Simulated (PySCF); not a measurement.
Excitation energy of Re by level of theory

Re [Xe] 4f14 5d5 6s2 (6S) → Re [Xe] 4f14 5d4 6s2 6p1 (high-spin determinant), as a difference of total energies. All numbers are calculated (PySCF 2.14, scalar relativity by spin-free X2C-1e, in x2c-TZVPPall (11s7p7d3f1g, 97 functions)). Correlated levels: valence: [Xe] 4f14 frozen. The calculations carry no spin-orbit coupling.

| method | excitation energy (eV) |
| --- | --- |
| UHF | 5.171 |
| LDA | 5.715 |
| PBE | 5.554 |
| PBE0 | 5.504 |
| MP2 (valence) | 5.533 |
| SCS-MP2 (valence) | 5.206 |

Problem. How much does correlation contribute at MP2 (valence)?

Solution. 5.533 − (5.171) = 0.362 eV, measured against UHF.

A first-order spin-orbit estimate (lowest level to lowest level, LS coupling) adds -0.814 eV.

The basis was made for the ground configuration and has no added diffuse functions, so the excitation energy can come out too high.

The determinant of the upper state mixes LS terms, which raises its energy above the lowest term, most at the Hartree-Fock and MP2 levels.
